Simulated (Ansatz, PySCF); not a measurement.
CH5NbO3, SMILES [CH3][Nb](=[O])([OH])[OH], multiplicity 1. Atoms are numbered in the order given.

```xyz
10

Nb    -0.0707    -0.0269     0.0143
O      1.3433    -0.6914    -0.6775
O      0.1965     0.4130     1.8465
H      0.9529     0.3609     2.4433
O     -0.7498     1.4045    -1.0401
H     -0.4550     1.8359    -1.8513
C     -1.5269    -1.6321    -0.0597
H     -1.6934    -1.9518    -1.1026
H     -2.4884    -1.3005     0.3695
H     -1.1649    -2.5055     0.5093
```
Charge 0, spin multiplicity 1.

Coordinates come from a B3LYP-D3(BJ)/def2-SVP optimisation. The multiplicity is an assumed one; no other spin state was optimised. The structure was generated by enumeration; whether it is a known compound was not checked. The def2 effective core potentials stand for the cores of Nb; spin–orbit coupling is left out. The values are those of a single conformer.

Two levels are set side by side: PBE-D3(BJ)/def2-SVP (Ansatz, an electronic-structure program) and B3LYP-D3(BJ)/def2-SVP (Ansatz). Each level has its own optimised geometry; the coordinates shown are those of the second. Frequencies come from the Hessian of PySCF at each geometry. Differences are taken from unrounded values.

| quantity | B3LYP-D3(BJ) | PBE-D3(BJ) | PBE-D3(BJ) minus B3LYP-D3(BJ) |
|---|---|---|---|
| mean bond length (Å) | 1.436 | 1.443 | 0.007 |
| bond Nb1–O2 (Å) | 1.709 | 1.718 | 0.010 |
| bond Nb1–O3 (Å) | 1.903 | 1.911 | 0.008 |
| bond Nb1–O5 (Å) | 1.903 | 1.911 | 0.008 |
| bond Nb1–C7 (Å) | 2.169 | 2.167 | -0.002 |
| bond O3–H4 (Å) | 0.965 | 0.973 | 0.008 |
| bond O5–H6 (Å) | 0.965 | 0.973 | 0.008 |
| bond C7–H8 (Å) | 1.103 | 1.111 | 0.008 |
| bond C7–H9 (Å) | 1.104 | 1.111 | 0.007 |
| bond C7–H10 (Å) | 1.103 | 1.111 | 0.008 |
| highest harmonic wavenumber (cm⁻¹) | 3883 | 3773 | -110 |
| mean harmonic wavenumber (cm⁻¹) | 1168 | 1138 | -30 |
| zero-point energy (kcal/mol) | 40.06 | 39.05 | -1.01 |

Exact exchange shortens and stiffens bonds; PBE has none. Differences between two approximate levels are no errors against the true value.
